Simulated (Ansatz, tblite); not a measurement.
Forces on the cluster Sr3Se3⁻ at its B3LYP-D4/def2-SVPD geometry. Total charge -1; doublet.

In the def2 sets Sr takes a core potential; there is no spin–orbit coupling. The xTB rows come from tblite. Another isomer (doublet) lies 0.33 eV lower at PBE0-D4/def2-TZVPD; other spin states weren't run for this one.

GFN1-xTB (tblite), largest force 0.92 eV/Å:

```xyz
6
positions Å, forces eV/Å
Sr    1.181   -0.621   -0.601   -0.123    0.199    0.119
Sr   -1.883    1.447   -1.871    0.674   -0.385    0.229
Sr   -0.467   -0.519    2.940    0.399   -0.006   -0.702
Se    0.726    1.128   -2.925   -0.464   -0.244    0.758
Se   -1.773   -0.490    0.320    0.317    0.208   -0.010
Se    2.215   -0.945    2.136   -0.802    0.229   -0.395
```

GFN2-xTB (tblite), largest force 0.57 eV/Å:

```
Sr -0.292 0.192 0.164
Sr 0.350 -0.416 0.148
Sr 0.152 -0.143 -0.523
Se -0.244 -0.111 0.325
Se 0.419 0.392 0.037
Se -0.385 0.086 -0.152
```

PBE-D4/def2-TZVPD (Ansatz), largest force 0.22 eV/Å:

```
Sr -0.108 0.048 0.051
Sr 0.186 -0.108 0.031
Sr 0.124 -0.025 -0.174
Se -0.131 -0.021 0.126
Se 0.107 0.064 -0.005
Se -0.178 0.043 -0.028
```
